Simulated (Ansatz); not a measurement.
Consider the formal hydrolysis of the In–Si bond: `[CH3][In]([F])[SiH3]` + H₂O → `[CH3][In]([OH])[F]` + SiH₄.

Calculated with Ansatz (gas phase, PBE0-D4/def2-TZVP geometries, no zero-point term in ΔE). CCSD(T)/CBS adds triple-zeta CCSD(T) − MP2 to the extrapolated MP2 energy (def2 sets, frozen cores). This one scheme is used for every species. DFT in def2-TZVPP. Elements past krypton have def2 core potentials. For In outer-core shells are correlated without core-valence functions, which leaves a few kJ/mol of doubt a bond. Each species was taken in one conformer, which may not be the lowest.

```json
{"level": "B97M-V", "ΔE (kJ/mol)": "5.5", "difference from CCSD(T)/CBS": "-0.5"}
{"level": "PBE0-D4", "ΔE (kJ/mol)": "20.9", "difference from CCSD(T)/CBS": "14.9"}
{"level": "ωB97M-V", "ΔE (kJ/mol)": "8.2", "difference from CCSD(T)/CBS": "2.2"}
{"level": "PBE-QIDH", "ΔE (kJ/mol)": "12.8", "difference from CCSD(T)/CBS": "6.8"}
{"level": "r2SCANh", "ΔE (kJ/mol)": "11.0", "difference from CCSD(T)/CBS": "5.0"}
{"level": "CAM-B3LYP", "ΔE (kJ/mol)": "0.9", "difference from CCSD(T)/CBS": "-5.1"}
{"level": "MP2/def2-TZVPP", "ΔE (kJ/mol)": "3.3", "difference from CCSD(T)/CBS": "-2.7"}
{"level": "HF/def2-QZVPP", "ΔE (kJ/mol)": "-4.1", "difference from CCSD(T)/CBS": "-10.1"}
{"level": "MP2/def2-QZVPP", "ΔE (kJ/mol)": "3.1", "difference from CCSD(T)/CBS": "-2.9"}
{"level": "CCSD/CBS(def2)", "ΔE (kJ/mol)": "7.1", "difference from CCSD(T)/CBS": "1.1"}
{"level": "CCSD(T)/CBS", "ΔE (kJ/mol)": "6.0", "difference from CCSD(T)/CBS": "0"}
```

Largest T1 diagnostic among the species: 0.016.

From r2SCAN to r2SCAN0 (25 % exact exchange), in def2-TZVPP and without D4, ΔE moves by +5.8 kJ/mol. Leaving LDA and LC-ωPBE aside and taking each functional with its dispersion term where it has one, the values, not all of them listed here, spread over 19.8 kJ/mol, from B2PLYP to HSE06-D4. LDA lies +6.9 kJ/mol from PBE without D4. At CCSD(T), def2-SVP lies −5.1 kJ/mol from the extrapolated value and def2-TZVPP −0.4 kJ/mol.
